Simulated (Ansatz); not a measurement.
CH4FSeSi (`C[Se][SiH]F`) radical. Charge 0, multiplicity 2.

Z-matrix (Å, degrees):
```
C
Se 1 1.959
H 1 1.087 2 110.0
H 1 1.087 2 110.0 3 122.5
H 1 1.088 2 106.1 3 -118.7
Si 2 2.251 1 98.3 3 -59.9
F 6 1.608 2 112.6 1 62.5
H 6 1.492 2 105.9 1 179.9
```

Question: What are the harmonic wavenumbers in cm⁻¹ at PBE0-D4/def2-TZVP (Ansatz, finite differences of forces, unscaled)? (Estimate.)

Answer: The calculation gave: 64, 96, 149, 214, 404, 604, 624, 762, 862, 917, 935, 1307, 1462, 1469, 2178, 3083, 3185, 3192.

Question: Is this a minimum?

Answer: Yes, all 18 modes are real.

Question: Give the ideal-gas thermochemistry at 298.15 K and 1 bar (rigid rotor, harmonic oscillator; point group C1, symmetry number 1).

Answer: Zero-point energy 128.6 kJ/mol; H(298) − E = 148.0 kJ/mol; entropy 352.4 J/(mol·K), of which translation 170.7, rotation 112.9, vibration 63.1, electronic 5.8; G(298) − E = 43.0 kJ/mol. Modes under 100 cm⁻¹ are hindered rotations or soft bends, so the harmonic entropy is rough.

Question: Rotational constants (cm⁻¹)?

Answer: 0.2212, 0.06984, 0.05811.
